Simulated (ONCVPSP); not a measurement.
Ranking ONCV potentials for Os (Z = 76)

All share these settings but for the change named:

Os (Z = 76), optimised norm-conserving Vanderbilt (ONCV), made with ONCVPSP 4.0.1 (PBE, fully relativistic). Core [Kr] 4d10 4f14, reference 5s2 5p6 5d6 6s0.5 (charge +1.5). Waves: 5s+6s: rc 1.75 bohr, ncon 3, nbas 7, qcut 7.5 1/bohr, 2 projectors; 5p: rc 1.80 bohr, ncon 3, nbas 6, qcut 9.1 1/bohr, 2 projectors, debl 1 Ha; 5d: rc 1.70 bohr, ncon 4, nbas 8, qcut 6.3 1/bohr, 1 projector. Local part: polynomial inside 1.65 bohr (lpopt 3, dvloc0 1 Ha). Core correction: Teter function, fcfact 2.75, rcfact 1.75.

Open shells are filled in proportion to 2j + 1.

In the p channel the program set the typed energies aside and used -2.204, 0.250 Ha (j = l + 1/2; the other j can differ).

Cutoff: the first of the cutoffs (Ha) at which the residual kinetic energy of the hardest occupied pseudo-wave falls to 1 and 0.1 mHa per electron; the density cutoff is not measured.

The base gives 21 Ha.

Of 6 variants that were run, those that failed, showed a ghost or another fault, or gave nearly equal values are left out.

A variant can come out equal or close to the base.

Problem. Rank these variants from softest to hardest (loose cutoff).
A. p: qcut 8
B. functional PBEsol
C. d: qcut 4.1

Solution. A (18 Ha), B (21 Ha), C (72 Ha).
